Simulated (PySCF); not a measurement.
[Rh(H2O)6]3+ (charge +3 and singlet state).
Bonds: Rh1–O2, Rh1–O5, Rh1–O8, Rh1–O11, Rh1–O14, Rh1–O17. Hydrogens: H3, H4 on O2; H6, H7 on O5; H9, H10 on O8; H12, H13 on O11; H15, H16 on O14; H18, H19 on O17.

Theory: PBE0-D3(BJ)/def2-SVP geometry optimisation, gas phase, def2 core potentials past Kr in PySCF.

(1) Give the optimised bond lengths and angles.

Answers

(1) 
```json
{"bond": "Rh1–O2 and 5 like bonds", "length (Å)": "2.033"}
{"bond": "O2–H3 and 11 like bonds", "length (Å)": "0.977"}
```

Bonds in one row agree within 0.01 Å and their mean is given. A selection of angles:
```json
{"angle": "O2–Rh1–O5", "degrees": "176.8"}
{"angle": "O2–Rh1–O8", "degrees": "92.0"}
{"angle": "O2–Rh1–O11", "degrees": "88.0"}
{"angle": "O2–Rh1–O14", "degrees": "86.3"}
{"angle": "O2–Rh1–O17", "degrees": "93.7"}
{"angle": "O5–Rh1–O11", "degrees": "88.9"}
{"angle": "O8–Rh1–O11", "degrees": "179.7"}
{"angle": "Rh1–O2–H3", "degrees": "122.1"}
{"angle": "Rh1–O2–H4", "degrees": "125.8"}
{"angle": "H3–O2–H4", "degrees": "109.3"}
{"angle": "Rh1–O5–H6", "degrees": "122.5"}
{"angle": "Rh1–O5–H7", "degrees": "127.0"}
```

O2 (oxygen bonded to Rh and 2 H) is almost planar (angles 125.8°, 122.1° and 109.3°, sum 357.3°, 0.11 Å off the plane of its three neighbours). Rh1 (rhodium bonded to 6 O) is octahedral (the three widest angles are 179.8°, 179.7° and 176.8°, the others run from 86.0° to 93.9°).

PBE0-D3(BJ)/def2-SVP frequencies: not computed here. No counter-ion or solvent screens the charge of this multiply charged ion.

The run took 4.8 min on Intel Xeon 6975P-C, one thread (shared host), and the process peaked at 0.76 GiB of memory. These figures are those of the optimisation.
